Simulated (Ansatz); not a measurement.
Coupled-cluster diagnostics for (H3Sn)2CH2 (CH₈Sn₂), Ansatz.

Geometry of the singlet (PBE0-D4/def2-SVP):

```xyz
11

Sn   -1.4749    0.8961    0.6165
H    -2.1386    1.1857    2.1731
H    -0.9658    2.3865   -0.0656
H    -2.6721    0.1952   -0.3919
C     0.2066   -0.4438    0.7568
Sn    1.3548   -0.6375   -1.0564
H     0.2942   -0.8757   -2.3847
H     2.4259   -1.9747   -0.9437
H     2.2592    0.7978   -1.3090
H    -0.1653   -1.4385    1.0480
H     0.8759   -0.0910    1.5569
```

In the def2 sets Sn takes a core potential; there is no spin–orbit coupling. Correlated methods freeze 9 core orbitals; core or outer-core shells of Sn are correlated, in sets that lack core-valence functions.

Estimate the CCSD(T) correlation energy, the shares of MP2 and (T), T1 and the reference's ⟨S²⟩ for: charge 0, singlet, own geometry in def2-TZVP; and the rough time on 4 threads of Intel Xeon on a shared host.


```json
{"state": "charge 0, singlet, own geometry", "basis": "def2-TZVP", "correlation (eV)": "-24.260", "MP2 share (%)": "93.5", "(T) share (%)": "2.9", "T1": "0.014", "⟨S²⟩ (pure)": "0.00 (0.00)", "wall time": "60 s"}
```
Customary marks for T1 are 0.02 (closed shells), 0.045 (open shells) and about 0.05 (3d metals). T1 stays under 0.02 throughout.
